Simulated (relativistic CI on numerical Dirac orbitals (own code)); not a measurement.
**d1 to d9 in one octahedral field**

Computed with a parametric ligand-field model without spin-orbit coupling, by exact diagonalisation: B = 460, C = 1930, 10Dq = 24700 cm⁻¹ (Oh; |10Dq|/B = 53.7) for every shell. Energies in cm⁻¹; the field energy is (0.6 n_e − 0.4 n_t2) × 10Dq of the ground term; g labels are left out. So small a B with so large a field is typical of 4d and 5d ions, where spin-orbit coupling, left out here, reaches 1,000 to 4,000 cm⁻¹.

```tsv
Shell	Ground term	Electrons in e	Field energy	First spin-allowed bands	Lowest term of other spin
d1	2T2	0.000	-9880	2E 24700	
d2	3T1	0.009	-19540	3T2 23582, 3T1 29364	1T2 6777
d3	4A2	0.000	-29640	4T2 24700, 4T1 29856	2E 9438
d4	?	?	?	?	?
d5	2T2	0.027	-48731	2A2 22141, 2T1 22305	4T1 15405
d6	1A1	0.021	-58768	1T1 23271, 1T2 29859	3T1 19198
d7	2E	1.014	-44121	2T1 23161, 2T2 23645	4T1 15308
d8	3A2	2.000	-29640	3T2 24700, 3T1 29856	1E 7489
d9	2E	3.000	-14820	2T2 24700
```

(1) Fill in the row of d4.

Results:

(1) Ground term: 3T1; Electrons in e: 0.014; Field energy: -39169; First spin-allowed bands: 3E 22814, 3T1 23294; Lowest term of other spin: 1T2 5829. Low spin: d4, d5, d6, d7; the other shells keep the spin of the free ion. Only d4 to d7 can choose; the field needed to pair spins is smallest for d6 and largest for d5, which loses most exchange energy. In the strong-field picture 10Dq must exceed about 6B + 5C = 12410 (d4), 7.5B + 5C = 13100 (d5), 2.5B + 4C = 8870 (d6) and 4B + 4C = 9560 (d7); mixing of terms shifts these bounds somewhat.
